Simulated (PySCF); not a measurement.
**Stationary points of IOBr**

Computed with PBE0/[I def2-TZVP with ECP28, O def2-TZVP, Br def2-TZVP], scalar-relativistic core potentials, density fitting, no spin–orbit coupling, PySCF.

Relaxations began from a few typed shapes. The search is not exhaustive: other isomers or separated fragments can lie lower, and high-lying points may rest on an excited occupation.

Which is the lowest minimum found?
A. singlet Cs: I–Br 2.522 Å, I–O 1.806 Å; Br–I–O 107.9°
B. singlet C∞v: I–Br 2.699 Å, I–O 1.848 Å; Br–I–O 180.0°

A. The others lie at 143.4 (singlet C∞v, a saddle point) kJ/mol above it.

Counting electrons, iodine keeps 4 of its valence electrons outside its bonds, so the VSEPR class is AX2E2 and the expected shape is bent; with unlike ligands the computed point group is Cs.

The electron or spin density has lower symmetry than the nuclear frame for the singlet C∞v at 143.4 kJ/mol.
